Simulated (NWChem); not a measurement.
Molecule: C$_{2}$H$_{5}$ClOSi; SMILES C=CO[SiH2]Cl

```xyz
10

C      0.5282    -3.1557    -0.0249
C      0.2191    -1.8964     0.3214
O     -0.0550    -0.9264    -0.6071
Si    -0.8991     0.5008    -0.3416
Cl    -0.1168     1.4927     1.3104
H      0.5550    -3.4662    -1.0797
H      0.7680    -3.8894     0.7562
H      0.1988    -1.5624     1.3760
H     -0.6923     1.3155    -1.5730
H     -2.3431     0.2258    -0.0515
```
Atoms are numbered in this order, from 1.

Level: PBE-D3(BJ)/def2-SVP (NWChem), optimised geometry, unscaled harmonic frequencies. 

```json
[
 {"frequency (cm⁻¹)": "60", "IR intensity (km/mol)": "0.5"},
 {"frequency (cm⁻¹)": "69", "IR intensity (km/mol)": "3.1"},
 {"frequency (cm⁻¹)": "140", "IR intensity (km/mol)": "3.0"},
 {"frequency (cm⁻¹)": "258", "IR intensity (km/mol)": "3.9"},
 {"frequency (cm⁻¹)": "446", "IR intensity (km/mol)": "11.0"},
 {"frequency (cm⁻¹)": "534", "IR intensity (km/mol)": "67.0"},
 {"frequency (cm⁻¹)": "613", "IR intensity (km/mol)": "42.8"},
 {"frequency (cm⁻¹)": "691", "IR intensity (km/mol)": "12.9"},
 {"frequency (cm⁻¹)": "703", "IR intensity (km/mol)": "6.7"},
 {"frequency (cm⁻¹)": "739", "IR intensity (km/mol)": "12.3"},
 {"frequency (cm⁻¹)": "823", "IR intensity (km/mol)": "46.1"},
 {"frequency (cm⁻¹)": "871", "IR intensity (km/mol)": "326.6"},
 {"frequency (cm⁻¹)": "920", "IR intensity (km/mol)": "122.4"},
 {"frequency (cm⁻¹)": "945", "IR intensity (km/mol)": "20.3"},
 {"frequency (cm⁻¹)": "1005", "IR intensity (km/mol)": "101.0"},
 {"frequency (cm⁻¹)": "1184", "IR intensity (km/mol)": "299.7"},
 {"frequency (cm⁻¹)": "1293", "IR intensity (km/mol)": "31.3"},
 {"frequency (cm⁻¹)": "1354", "IR intensity (km/mol)": "13.9"},
 {"frequency (cm⁻¹)": "1672", "IR intensity (km/mol)": "180.8"},
 {"frequency (cm⁻¹)": "2191", "IR intensity (km/mol)": "98.2"},
 {"frequency (cm⁻¹)": "2238", "IR intensity (km/mol)": "89.5"},
 {"frequency (cm⁻¹)": "3068", "IR intensity (km/mol)": "14.1"},
 {"frequency (cm⁻¹)": "3104", "IR intensity (km/mol)": "0.1"},
 {"frequency (cm⁻¹)": "3211", "IR intensity (km/mol)": "1.4"}
]
```

```
Property                                                                            Value
-----------------------------------------------------------------------  ----------------
zero-point energy                                                           40.2 kcal/mol
thermal correction to the enthalpy at 298.15 K (with zero-point energy)     45.1 kcal/mol
heat capacity Cv                                                         22.5 cal/(mol K)
entropy at 298.15 K and 1 atm (symmetry number 1)                        84.0 cal/(mol K)
dipole moment                                                                      0.79 D
```

Rigid rotor and harmonic oscillator; modes under 100 cm⁻¹ make the entropy uncertain.
